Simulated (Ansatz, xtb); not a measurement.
Molecule: AlCl, charge 0, multiplicity 1. 
Structure (B3LYP-D3(BJ)/def2-TZVP (Ansatz, an electronic-structure program) minimum search):
```
Al
Cl 1 2.1602
```

Harmonic wavenumbers from GFN2-xTB (xtb, at its own minimum), cm⁻¹: 558.

Q: Give the harmonic wavenumbers at B3LYP-D3(BJ)/def2-TZVP (Ansatz, finite differences of forces, unscaled).

A: 459 cm⁻¹. Zero-point energy 0.7 kcal/mol.

Q: From these and the geometry, give the ideal-gas thermochemistry at 298.15 K and 1 atm (rigid rotor, harmonic oscillator).

A: Point group C∞v, rotational symmetry number 1. Rotational constants 7.069, 7.069 GHz. S(trans) 38.31, S(rot) 15.46, S(vib) 0.77, S(elec, spin only) 0.00, S 54.5 cal/(mol K). H(298) - H(0) 2.23 kcal/mol; G - E(el) -13.4 kcal/mol.
